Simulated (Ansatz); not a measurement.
Cost and result for the atomization energy of CH₈GeOSi (`O[SiH2][CH2][GeH3]`) (12 atoms, 11 bonds).

Z-matrix (Å, degrees):
```
Si
C 1 1.852
O 1 1.651 2 107.6
H 1 1.491 2 110.3 3 120.7
H 1 1.491 2 110.3 3 -120.7
Ge 2 1.960 1 114.0 3 -179.9
H 2 1.094 1 109.5 3 -58.7
H 2 1.094 1 109.5 3 58.9
H 3 0.958 1 117.7 2 -179.9
H 6 1.538 2 110.3 1 60.5
H 6 1.538 2 110.3 1 -59.7
H 6 1.538 2 109.9 1 -179.6
```

The species carries charge 0 and has multiplicity 1. Correlated methods include outer-core shells of Ge, which these sets cover unevenly. Scalar relativity is left out up to krypton. The structure was optimised at the PBE0-D4/def2-TZVP level. It is one conformer, not always the lowest. Program: Ansatz. All runs use 4 threads of an AMD EPYC 7B13 on a shared host. Times are those of one run each, without the atoms' runs, and a repeat can differ threefold. Electronic energies, without spin–orbit coupling; frozen cores. CCSD(T)/CBS adds CCSD(T) − MP2 in def2-TZVPP to the MP2 limit, and its time is that of the two runs behind it. T1 = 0.011. With those shells the extrapolation isn't a true limit. B3LYP takes the VWN-RPA correlation (the form of Gaussian; ORCA's B3LYP/G).

CCSD(T)/CBS is a level of theory with its own doubt, some kJ/mol a heavy atom from the limit and from the frozen cores, so smaller differences don't rank the functionals.

```tsv
level	functions	wall time
PBE-D4/def2-TZVPP (with forces)	264	2.4 s
PBE0-D4/def2-TZVPP	264	3.1 s
r2SCAN-D4/def2-TZVPP (with forces)	264	4.2 s
B3LYP-D4/def2-TZVPP (with forces)	264	4.8 s
B2PLYP/def2-TZVPP	264	5.5 s
ωB97X-V/def2-TZVPP	264	7 s
ωB97M-V/def2-TZVPP (with forces)	264	11 s
MP2/def2-QZVPP	513	22 s
CCSD(T)/def2-TZVPP	264	2.8 min
CCSD(T)/CBS(def2)	–	3.2 min
```

**Question.** What atomization energy does each give, and how far from CCSD(T)/CBS? (An estimate is asked.)

**Answer.** The calculation gave: 
| level | atomization (kJ/mol) | difference from CCSD(T)/CBS | per bond |
| --- | --- | --- | --- |
| PBE-D4/def2-TZVPP (with forces) | 3955.2 | -33.4 | -3.0 |
| PBE0-D4/def2-TZVPP | 3924.1 | -64.5 | -5.9 |
| r2SCAN-D4/def2-TZVPP (with forces) | 3967.5 | -21.1 | -1.9 |
| B3LYP-D4/def2-TZVPP (with forces) | 3949.7 | -38.9 | -3.5 |
| B2PLYP/def2-TZVPP | 3915.8 | -72.8 | -6.6 |
| ωB97X-V/def2-TZVPP | 3986.9 | -1.7 | -0.2 |
| ωB97M-V/def2-TZVPP (with forces) | 3964.6 | -24.0 | -2.2 |
| MP2/def2-QZVPP | 3961.9 | -26.7 | -2.4 |
| CCSD(T)/def2-TZVPP | 3898.1 | -90.5 | -8.2 |
| CCSD(T)/CBS(def2) | 3988.6 | 0.0 | 0.0 |

The D4 term adds +38.3 kJ/mol with B3LYP and +20.1 kJ/mol with PBE0; it sums over pairs of atoms, weighted by their polarisabilities, and B3LYP, whose exchange is more repulsive, gets the larger term. In def2-TZVPP, CCSD(T) changes the Hartree–Fock value by +950.0 kJ/mol (the triples alone add +42.9 kJ/mol) and MP2 by +960.2 kJ/mol; breaking electron pairs costs correlation energy, which Hartree–Fock lacks. From PBE to PBE0 (25 % exact exchange), in def2-TZVPP and without D4, the atomization energy moves by −27.5 kJ/mol: exact exchange takes away binding that semilocal exchange gives to molecules.

For some Ge, Se and Sn compounds the MP2-based and the directly extrapolated limit differ by 10 to 25 kJ/mol.
